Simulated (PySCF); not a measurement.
C₃H₇FSi.
SMILES with atom numbers: `[CH3:1][Si@@H:2]1[CH2:3][C@H:4]1[F:5]`

Cartesian coordinates in Å at the PBE0-D3(BJ)/def2-SVP level; atoms count from 1:
```
atom  x, y, z in Å
C1     1.6745   -0.4602    0.8146
Si2    0.2902   -0.4575   -0.4388
C3    -0.7949    1.0398   -0.7179
C4    -1.4680   -0.0739    0.0767
F5    -2.5583   -0.6588   -0.5002
H6     2.5998   -0.0523    0.3792
H7     1.3999    0.1637    1.6782
H8     1.8843   -1.4783    1.1763
H9     0.4714   -1.3148   -1.6372
H10   -0.6709    2.0176   -0.2384
H11   -1.1713    1.1193   -1.7458
H12   -1.6607    0.1636    1.1332
```

Definitions: NICS(0) = −σiso at the ring centroid; NICS(1) = −σiso and NICS(1)zz = −σzz at ±1 Å along the ring normal z. Level: GIAO PBE/pcSseg-2 (PySCF, non-relativistic, gas phase) on the PBE0-D3(BJ)/def2-SVP geometry, one conformer.

Ring bond lengths (Å): Si2–C3 1.870, C3–C4 1.525, C4–Si2 1.872.

**Question.** Give the NICS values of each ring in ppm.

**Answer.** 
```csv
ring,type,NICS(0),"NICS(1), two faces","NICS(1)zz, two faces",rms pucker (Å),"centre to ring atoms, mean (Å)"
Si2–C3–C4,3-membered ring with Si; formal bonds all single,-23.1,-5.9 / -8.9,-11.0 / -17.0,0.00,1.01
```

**Question.** What do they say, and how far can they be read as aromaticity?

**Answer.** 
- Si2–C3–C4: mean NICS(1)zz -14.0 ppm, shielded. Si2, C3, C4 have four or more neighbours, so the value isn't read as a sign of a π ring current. The two faces differ by 6.0 ppm, so no symmetry operation interchanges them. NICS(0) lies 16 ppm below the mean NICS(1).

**Question.** What is the mean of the two in-plane components of NICS at the first NICS(1) probe listed for ring Si2–C3–C4, 1 Å off the ring?

**Answer.** The isotropic value is a third of the trace: (3 × -5.9 − (-11.0))/2 = -3.4 ppm.

**Question.** List the ring angles.

**Answer.** 
- Si2–C3–C4: Si2 48.1°, C3 66.0°, C4 65.9°; sum 180.0° against 180° for a flat convex ring.

**Question.** What are the shieldings of the ring atoms and their hydrogens in the same run (means over atoms taken as equivalent)?

**Answer.** 
```
atoms                  environment  σ isotropic (ppm)  principal values of the symmetric part, first atom (ppm)
  Si2                  SiH silicon              430.4                                       318.3, 340.8, 632.0
   C3  sp3 carbon bound to silicon              172.2                                       142.8, 172.3, 201.3
   C4               sp3 C–F carbon               96.9                                         28.8, 68.2, 193.5
   H9                Si–H hydrogen              27.69                                          22.7, 26.2, 34.1
  H10           methylene hydrogen              29.92                                          25.6, 26.5, 37.6
  H11           methylene hydrogen              30.32                                          26.4, 27.2, 37.5
  H12             methine hydrogen              26.08                                          22.3, 26.7, 29.2
```

**Question.** How do the values depend on the level or the medium?

**Answer.** 
```tsv
level	NICS(0), Si2–C3–C4	mean NICS(1)zz, Si2–C3–C4
PBE/pcSseg-2, gas	-23.1	-14.0
PBE0/pcSseg-1, gas	-22.9	-13.5
```

The geometry is the same throughout.

On one thread, x86-64 server, on a shared host, this took 46 s. This is the whole shielding run at PBE/pcSseg-2, SCF included.
